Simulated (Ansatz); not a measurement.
`CC[N]([AlH2])[SiH3]` + `C=C(O)S` → `C=C(O)S[SiH3]` + `CC[NH][AlH2]`  (ligand exchange at the Si–N bond)

Program: Ansatz. Geometries: PBE0-D4/def2-TZVP. ΔE: electronic, gas phase. CBS: MP2 limit from def2 TZ/QZ plus the TZ coupled-cluster correction, frozen cores. Functionals use def2-TZVPP. HSE06 is defined as in plane-wave codes. One conformer a species, not always the lowest.

CCSD(T)/CBS gives -8.7 kJ/mol.

Question: Another level gave -10.2 kJ/mol. Which?
A. HSE06-D4/def2-TZVPP
B. RPA@PBE/def2-TZVPP
C. B2PLYP/def2-TZVPP
D. PBE/def2-TZVPP

Answer: C. B2PLYP -10.2, HSE06-D4 -15.3, RPA@PBE/def2-TZVPP -3.2, PBE -19.8 kJ/mol.

Largest T1 diagnostic among the species: 0.012.

From BLYP to BHLYP (50 % exact exchange), in def2-TZVPP and without D4, ΔE moves by +6.2 kJ/mol. At CCSD(T), def2-SVP lies +4.3 kJ/mol from the extrapolated value and def2-TZVPP +3.0 kJ/mol.

CCSD(T)/CBS has its own doubt, a few kJ/mol and more with outer-core shells, so smaller differences from it don't rank the levels.
